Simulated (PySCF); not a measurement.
Species: C5H5FP2.
Bonds: C1–C2, C2–C3 (aromatic), C3–C4 (aromatic), C4–P5 (aromatic), P5–C6 (aromatic), C6–F7, C6–P8 (aromatic), C2–P8 (aromatic). Hydrogens: H9, H10, H11 on C1; H12 on C3; H13 on C4.

The same species was optimised twice, with GFN2-xTB and with PBE0-D3(BJ)/def2-SVP (PySCF), and the same property calculations (PySCF, gas phase) were run on both structures.

```csv
coordinate,GFN2-xTB,PBE0-D3(BJ)/def2-SVP,change
C6–F7 (Å),1.365,1.343,-0.022
C2–C3 (Å),1.386,1.398,+0.012
C3–C4 (Å),1.379,1.389,+0.010
P5–C6 (Å),1.737,1.743,+0.006
C6–P8 (Å),1.738,1.744,+0.006
C1–C2 (Å),1.503,1.506,+0.003
C4–P5 (Å),1.734,1.736,+0.002
C2–P8 (Å),1.745,1.746,+0.001
P5–C6–P8 (°),134.5,132.9,-1.6
C2–P8–C6 (°),101.5,103.0,+1.5
C2–C3–C4 (°),128.0,127.1,-0.9
P5–C6–F7 (°),113.2,114.0,+0.8
F7–C6–P8 (°),112.3,113.1,+0.8
C4–P5–C6 (°),100.1,100.8,+0.7
C3–C4–P5 (°),129.1,129.8,+0.7
C1–C2–C3 (°),117.8,118.3,+0.5
```

Rotational constants: A = 2290, B = 1325, C = 843.8 MHz (GFN2-xTB) against A = 2286, B = 1315, C = 839.1 MHz (PBE0-D3(BJ)/def2-SVP).

On the GFN2-xTB structure: lowest triplet, Tamm–Dancoff (eV) 2.79 [CAM-B3LYP/def2-SVPD]; isotropic polarisability (au) 108.2 [CAM-B3LYP/def2-SVPD]; HOMO (eV) -8.37 [CAM-B3LYP/def2-SVPD]; LUMO (eV) -1.14 [CAM-B3LYP/def2-SVPD]; dipole (D) 3.48 [CAM-B3LYP/def2-SVPD]; HOMO (eV) -7.34 [PBE0/pcSseg-1]; LUMO (eV) -2.20 [PBE0/pcSseg-1]; dipole (D) 3.56 [PBE0/pcSseg-1]; GIAO shielding of C1 (ppm) 157.3 [PBE0/pcSseg-1]; GIAO shielding of C2 (ppm) 4.6 [PBE0/pcSseg-1]; GIAO shielding of C3 (ppm) 48.3 [PBE0/pcSseg-1]; GIAO shielding of C4 (ppm) 22.8 [PBE0/pcSseg-1]; GIAO shielding of P5 (ppm) 123.2 [PBE0/pcSseg-1]; GIAO shielding of C6 (ppm) -69.0 [PBE0/pcSseg-1]; GIAO shielding of F7 (ppm) 214.3 [PBE0/pcSseg-1]; GIAO shielding of P8 (ppm) 106.7 [PBE0/pcSseg-1].

Problem. What do these properties become on the PBE0-D3(BJ)/def2-SVP structure?

Solution. 
| property | level | on GFN2-xTB | on PBE0-D3(BJ)/def2-SVP | change |
| --- | --- | --- | --- | --- |
| lowest triplet, Tamm–Dancoff (eV) | CAM-B3LYP/def2-SVPD | 2.79 | 2.77 | -0.02 |
| isotropic polarisability (au) | CAM-B3LYP/def2-SVPD | 108.2 | 109.2 | +1.0 |
| HOMO (eV) | CAM-B3LYP/def2-SVPD | -8.37 | -8.35 | +0.02 |
| LUMO (eV) | CAM-B3LYP/def2-SVPD | -1.14 | -1.13 | +0.01 |
| dipole (D) | CAM-B3LYP/def2-SVPD | 3.48 | 3.35 | -0.13 |
| energy, GFN2-xTB geometry as zero (kcal/mol) | CAM-B3LYP/def2-SVPD | 0.0 | -0.3 | -0.3 |
| HOMO (eV) | PBE0/pcSseg-1 | -7.34 | -7.32 | +0.02 |
| LUMO (eV) | PBE0/pcSseg-1 | -2.20 | -2.19 | +0.01 |
| dipole (D) | PBE0/pcSseg-1 | 3.56 | 3.43 | -0.13 |
| energy, GFN2-xTB geometry as zero (kcal/mol) | PBE0/pcSseg-1 | 0.0 | -0.2 | -0.2 |
| GIAO shielding of C1 (ppm) | PBE0/pcSseg-1 | 157.3 | 155.9 | -1.4 |
| GIAO shielding of C2 (ppm) | PBE0/pcSseg-1 | 4.6 | 3.6 | -1.0 |
| GIAO shielding of C3 (ppm) | PBE0/pcSseg-1 | 48.3 | 46.1 | -2.2 |
| GIAO shielding of C4 (ppm) | PBE0/pcSseg-1 | 22.8 | 21.3 | -1.5 |
| GIAO shielding of P5 (ppm) | PBE0/pcSseg-1 | 123.2 | 117.5 | -5.7 |
| GIAO shielding of C6 (ppm) | PBE0/pcSseg-1 | -69.0 | -69.0 | 0.0 |
| GIAO shielding of F7 (ppm) | PBE0/pcSseg-1 | 214.3 | 216.2 | +1.9 |
| GIAO shielding of P8 (ppm) | PBE0/pcSseg-1 | 106.7 | 98.8 | -7.9 |

The heavy atoms differ by 0.015 Å rms after alignment. Among bonds between heavy atoms C6–F7 changes most (-0.022 Å). Changes are differences of the printed values. Neither structure is proved a minimum here.
